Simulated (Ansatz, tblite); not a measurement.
Cost and result up the ladder for the cluster Au₂I (the lowest doublet isomer of a short search) (3 atoms). Total charge 0; doublet. Geometry: PBE0-D4/def2-TZVP.

```
atom   x (Å)   y (Å)   z (Å)
 Au1  -0.008   0.232   0.518
 Au2   2.322   0.444  -0.548
  I3  -2.314  -0.676   0.030
```

Ansatz on 4 threads of Arm Neoverse V2 on a shared host; xTB runs through tblite on one thread. Times are rough, summed over both states, and most runs start from the orbitals of an earlier one. PBE0-D4/def2-TZVP serves as the yardstick here, not as an exact answer. The other state is a triplet.

In the def2 sets Au, I take a core potential; there is no spin–orbit coupling. The xTB rows come from tblite. HOMO above LUMO, or a gap near zero within one spin, warns that the state may not be the lowest or that an electron is smeared out. The structure comes from a short search, and lower isomers may exist.

Raw xTB energies of ions are shifted by several eV, and xTB has no spin-polarisation term.

```csv
level,functions,wall time,vertical IE (eV),difference from PBE0-D4/def2-TZVP (eV),remarks
GFN1-xTB,27,0.006 s,14.06,5.13,–
GFN2-xTB,27,0.007 s,13.65,4.71,–
PBE-D4/def2-TZVP,130,8.3 s,8.98,0.04,"gap within one spin near zero (+1 triplet), lower spin may lie lower (+1 triplet)"
PBE0-D4/def2-TZVP,130,13 s,8.94,0.00,–
r2SCAN-D4/def2-TZVP,130,20 s,9.00,0.06,–
```
